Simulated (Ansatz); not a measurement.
Program: Ansatz. Geometries: PBE0-D4/def2-TZVP. ΔE: electronic, gas phase. CCSD(T)/CBS adds triple-zeta CCSD(T) − MP2 to the extrapolated MP2 energy (def2 sets, frozen cores). This one scheme is used for every species. DFT in def2-TZVPP. B3LYP here is the variant with VWN-RPA as its local correlation; programs differ in this. HSE06 is defined as in plane-wave codes. Each species was taken in one conformer, which may not be the lowest.

Consider the formal hydrolysis of the Al–Cl bond: `[OH][Al]([SiH3])[Cl]` + H₂O → `[OH][Al]([OH])[SiH3]` + HCl.

`[OH][Al]([SiH3])[Cl]`:

Z-matrix (Å, degrees):
```
Si
Al 1 2.433
H 1 1.487 2 111.1
H 1 1.489 2 110.2 3 120.2
H 1 1.489 2 110.4 3 -120.5
Cl 2 2.104 1 122.2 3 -2.6
O 2 1.687 1 119.0 3 177.5
H 7 0.957 2 124.3 1 179.6
```

H₂O:

Cartesian coordinates in Å:
```
O 0.220 -0.318 -0.042
H 0.309 0.369 0.621
H -0.529 -0.051 -0.579
```

`[OH][Al]([OH])[SiH3]`:

Z-matrix (Å, degrees):
```
Si
Al 1 2.432
H 1 1.488 2 111.7
H 1 1.489 2 111.1 3 -120.9
H 1 1.490 2 110.5 3 120.0
O 2 1.694 1 117.7 3 166.6
O 2 1.694 1 118.6 3 -13.9
H 6 0.955 2 126.9 1 179.1
H 7 0.955 2 126.6 1 -179.2
```

HCl:

```xyz
2

Cl    0.077    0.628    0.094
H    -0.077   -0.628   -0.094
```

| level | ΔE (kJ/mol) | difference from CCSD(T)/CBS |
| --- | --- | --- |
| LDA (SPW92) | 27.7 | -5.9 |
| PBE-D4 | 33.8 | 0.2 |
| revPBE-D4 | 34.9 | 1.3 |
| BLYP-D4 | 26.6 | -7.0 |
| r2SCAN-D4 | 32.7 | -0.9 |
| B97M-V | 32.4 | -1.2 |
| PBE0-D4 | 37.2 | 3.6 |
| B3LYP-D4 | 29.5 | -4.1 |
| r2SCANh-D4 | 33.8 | 0.2 |
| r2SCAN0-D4 | 35.4 | 1.8 |
| HSE06-D4 | 37.6 | 4.0 |
| BHLYP-D4 | 32.7 | -0.9 |
| CAM-B3LYP-D4 | 26.0 | -7.6 |
| ωB97X-V | 31.5 | -2.1 |
| ωB97M-V | 31.8 | -1.8 |
| B2PLYP | 28.1 | -5.5 |
| PBE-QIDH | 35.7 | 2.1 |
| PBE | 32.6 | -1.0 |
| revPBE | 34.3 | 0.7 |
| BLYP | 24.5 | -9.1 |
| r2SCAN | 32.4 | -1.2 |
| PBE0 | 36.0 | 2.4 |
| B3LYP | 27.4 | -6.2 |
| r2SCANh | 33.5 | -0.1 |
| r2SCAN0 | 35.0 | 1.4 |
| HSE06 | 36.5 | 2.9 |
| BHLYP | 30.0 | -3.6 |
| CAM-B3LYP | 24.7 | -8.9 |
| RPA@PBE/def2-TZVPP | 25.9 | -7.7 |
| MP2/def2-SVP | 30.0 | -3.6 |
| CCSD/def2-SVP | 30.1 | -3.5 |
| CCSD(T)/def2-SVP | 29.9 | -3.7 |
| HF/def2-TZVPP | 35.2 | 1.6 |
| MP2/def2-TZVPP | 31.0 | -2.6 |
| SCS-MP2/def2-TZVPP | 28.5 | -5.1 |
| CCSD/def2-TZVPP | 29.0 | -4.6 |
| CCSD(T)/def2-TZVPP | 29.3 | -4.3 |
| SCS-MP2/def2-QZVPP | 30.9 | -2.7 |
| HF/CBS(def2) | 34.4 | 0.8 |
| CCSD/CBS(def2) | 33.4 | -0.2 |
| CCSD(T)/CBS | 33.6 | 0 |

Largest T1 diagnostic among the species: 0.013.

From BLYP to BHLYP (50 % exact exchange), in def2-TZVPP and without D4, ΔE moves by +5.5 kJ/mol. In def2-TZVPP, CCSD(T) changes the Hartree–Fock value by −5.9 kJ/mol (the triples alone add +0.2 kJ/mol) and MP2 by −4.2 kJ/mol.
